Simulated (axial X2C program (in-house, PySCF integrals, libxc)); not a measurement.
**GeP at several levels of theory**

Computed with an in-house all-electron X2C program for linear molecules (integrals from PySCF). Spin-free means the one-electron spin-free X2C Hamiltonian; two-component (2c) means X2C with spin–orbit coupling and atomic mean-field two-electron Coulomb and Gaunt terms, so the difference of the two also holds small scalar two-electron terms. Basis: Ge dyall-cv3z [9s9p7d4f1g], P dyall-v3z [8s7p2d1f] (cores contracted in-house); Gaussian nuclei, density fitting, unrestricted open shells. Masses: Ge 73.921 u, P 30.974 u.

The run was started with this input:
```json
{"zs": [32, 15], "q": 0, "bas": ["dyall-cv3z", "dyall-v3z"], "levels": ["PBE0", "HF", "r2SCAN"], "cc": true, "r0": 2.13, "thr": -1.0, "nmax": 90, "npts": 10, "nst": 2, "ntry": 6}
```
```bash
python so2c.py task.json out
```

Keys: zs atomic numbers; q charge; bas basis sets; levels methods; cc coupled cluster on or off; r0 starting distance in Å; thr threshold in hartree for freezing inner shells (an s shell follows its p shell); nmax most natural virtual spinors; npts points on the curve; nst determinants followed; ntry starts of the search. HF also brings MP2.

State, spin-free: M_S = 1/2, Λ = 1 (beyond evenly filled blocks: π+α, π+β, π-α); electrons by block: σα: 12, σβ: 12, π+α: 5, π+β: 5, π-α: 5, π-β: 4, δ+α: 1, δ+β: 1, δ-α: 1, δ-β: 1. Fragments: Ge + P.

State, 2c: Ω = 3/2 (⟨Sz⟩ = 0.50, ⟨Lz⟩ = 1.00 at PBE0); electrons by block: 1/2: 17, -1/2: 17, 3/2: 6, -3/2: 5, 5/2: 1, -5/2: 1. Fragments: Ge + P.

```
Hamiltonian    level  Re (Å)  ωe (cm⁻¹)  Be (cm⁻¹)  De (eV)  k (mdyn/Å)  μ (D)
  spin-free     PBE0   2.143      492.5     0.1682     3.23        3.12  -1.37
  spin-free       HF   2.214      352.9     0.1575     1.10         1.6  -1.16
  spin-free     CCSD   2.144      495.4     0.1679     2.74        3.16    n/a
  spin-free  CCSD(T)   2.150      497.0     0.1671     2.96        3.18    n/a
  spin-free   r2SCAN   2.148      482.7     0.1674     3.17           3  -1.22
         2c     PBE0   2.144      490.9     0.1681      n/a         3.1  -1.36
         2c   r2SCAN   2.149      481.1     0.1672      n/a        2.98  -1.21
```

Correlated methods: 9 electrons correlated (number of frozen shells: Ge 3 s, 2 p, 1 d; P 2 s, 1 p), 205 virtual spin orbitals or spinors in MP2, 90 natural virtuals in coupled cluster.

Dipoles are positive if P is the positive end.

The state is a single determinant with fixed occupations, the lowest that a limited PBE0 search found. Dissociation energies refer to the lowest single-determinant-based atoms at the same level and basis. De is not given where an atomic determinant may have missed its ground term or J level, or where the truncated virtual space spoils (T). Density functionals use the spin component along the axis (collinear). Coupled cluster ran in a truncated set of natural virtual spinors; the MP2 energy of the rest was added. (T) has no such correction and the atoms are truncated less, which lowers De at CCSD(T) by a hundredth of an eV or more. PBE0 can misorder states that lie within some tenths of an eV, so this need not be the ground state of the molecule. The nearest other spin-free determinant of the search, M_S = 1/2, Λ = 0, lies 0.25 eV up at the distance of the search. The functionals have no current-density term, which raises determinants with orbital currents, atoms included. At some level and bond length an empty orbital lies below a filled one. The determinant is spin-polarised beyond a pure state at some levels (its spin-free form has ⟨S²⟩ too high), which makes Re and μ there less reliable. The T1 diagnostic is large, a sign of multireference character. With the outer-core shells frozen, correlated bond lengths of heavy atoms tend to come out a few hundredths of an ångström too long.

No reliable constants came from CCSD (2c), CCSD(T) (2c), HF (2c), MP2 (2c), MP2 (spin-free): no minimum in range, unconverged points, a curve that is not smooth, a change of character along it, or the two Hamiltonians disagreeing along it.

Rough cost a point (2c) on 1 thread(s) of a shared host, integrals apart: PBE0 0.7 s, r2SCAN 0.6 s.

The whole task took 2.8 min on 1 thread of Intel(R) Xeon(R) Processor @ 2.30GHz, on a shared host.
